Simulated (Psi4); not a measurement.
## AlSbH3F: a line through the functionals

AlSbH3F has 6 atoms, charge 0, and is taken as a singlet. As SMILES, `[F][AlH][SbH2]`. Geometry: relaxed at PBE0-D4/def2-TZVP. This is one conformer, not always the lowest.

The HOMO–LUMO gap y, in eV, basis def2-SVP with a core potential; a is the functional's share of exact exchange. Programs: Psi4 1.11.

| functional | program | a | y (eV) |
| --- | --- | --- | --- |
| r2SCAN | Psi4 | 0 | 4.53 |
| BLYP | Psi4 | 0 | 4.01 |
| TPSSh | Psi4 | 0.1 | ? |
| B3LYP | Psi4 | 0.2 | 5.38 |
| PBE0 | Psi4 | 0.25 | 5.77 |
| BHLYP | Psi4 | 0.5 | 7.39 |

Q: Fit y = c + s·a to the known rows and predict TPSSh.

A: 
1. Means of the 5 rows: a = 0.1900, y = 5.416.
2. Σ(Δa)² = 0.172, Σ(Δa·Δy) = 1.0683, so the slope is 1.0683/0.172 = 6.211.
3. Intercept: 5.416 − (6.211) × 0.1900 = 4.236. The largest residual of the fit is 0.29.
4. TPSSh: 4.236 + (6.211) × 0.1 = 4.86 eV.

The run gave 4.96 eV, so the prediction is off by -0.10 eV, within the largest residual. Exact exchange lowers occupied levels and raises empty ones. The rows mix families of semi-local functionals, which the line can't see.
